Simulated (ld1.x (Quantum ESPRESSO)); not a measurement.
Scattering properties, ultrasoft potential for nickel (Ni)

- Element: nickel (Ni)
- Generator: ld1.x (Quantum ESPRESSO) 7.5
- Type: ultrasoft
- Functional: PBEsol
- Relativity: fully relativistic
- Frozen core: [Ar]
- Valence charge: 10
- Reference configuration: 3d8 4s2 4p0
- Partial waves: 4s (bound): rcut 1.95, rcutus 2.25 bohr; 4s channel at 0.75 Ry: rcut 1.95, rcutus 2.25 bohr; 4p (bound, empty): rcut 2.55, rcutus 3.15 bohr; 4p channel at 1.8 Ry: rcut 2.55, rcutus 3.15 bohr; 3d (bound): rcut 1.70, rcutus 1.90 bohr; 3d channel at 0.3 Ry: rcut 1.70, rcutus 1.90 bohr
- Local potential: all-electron potential smoothed inside 2.75 bohr (lloc = -2)
- Core correction: a·sin(br)/r model core inside 1.05 bohr
- Augmentation charge: PSQ, inside the norm-conserving radii

Open shells are filled in proportion to 2j + 1 (rel_dist='average').

The phase is arctan(r·u′/u) with u = r·R(r), unwrapped; energies in Ry, scanned from -3 to 5 Ry. A pole is an energy at which the radial function vanishes at the test radius. The pseudo phase is shifted by a multiple of π to meet the all-electron one at the reference energy, and phase errors are pseudo minus all-electron; the curves can meet again beyond the range given. Levels narrower than the energy grid can be missing from the lists of poles.

```
channel  radius (bohr)  reference energy (Ry)  poles, all-electron  poles, pseudo  unbroken range about the reference energy with phases within 0.05 rad  phase error 1 Ry above the reference energy (rad)
      s           3.40                  -0.42           0.10, 4.22     0.10, 4.21                                                        the whole range                                             +0.000
   p1/2           3.40                  -0.09           0.80, 5.00     0.80, 4.54                                                              below 2.5                                             -0.001
   p3/2           3.40                  -0.09                 0.82     0.82, 4.59                                                              below 2.6                                             -0.001
   d3/2           3.40                  -0.66          -0.64, 2.13    -0.64, 2.15                                                              below 3.4                                             +0.000
   d5/2           3.40                  -0.65          -0.62, 2.14    -0.62, 2.16                                                              below 3.4                                             +0.000
```

Phases in the s channel:

```tsv
E (Ry)	all-electron	pseudo
-3.00	1.384	1.384
-2.76	1.374	1.374
-2.52	1.362	1.362
-2.28	1.347	1.347
-2.04	1.329	1.329
-1.80	1.305	1.305
-1.56	1.271	1.271
-1.32	1.220	1.220
-1.08	1.129	1.129
-0.84	0.920	0.920
-0.60	0.145	0.145
-0.36	-1.097	-1.097
-0.12	-1.447	-1.447
0.12	-1.581	-1.581
0.36	-1.662	-1.662
0.60	-1.728	-1.728
0.84	-1.796	-1.796
1.08	-1.882	-1.882
1.32	-2.015	-2.015
1.56	-2.275	-2.275
1.80	-2.889	-2.889
2.04	-3.763	-3.763
2.28	-4.205	-4.206
2.52	-4.397	-4.398
2.76	-4.500	-4.500
3.00	-4.563	-4.564
3.24	-4.608	-4.608
3.48	-4.641	-4.642
3.72	-4.668	-4.669
3.96	-4.691	-4.691
4.20	-4.711	-4.712
4.44	-4.730	-4.731
4.68	-4.748	-4.749
4.92	-4.766	-4.768
```
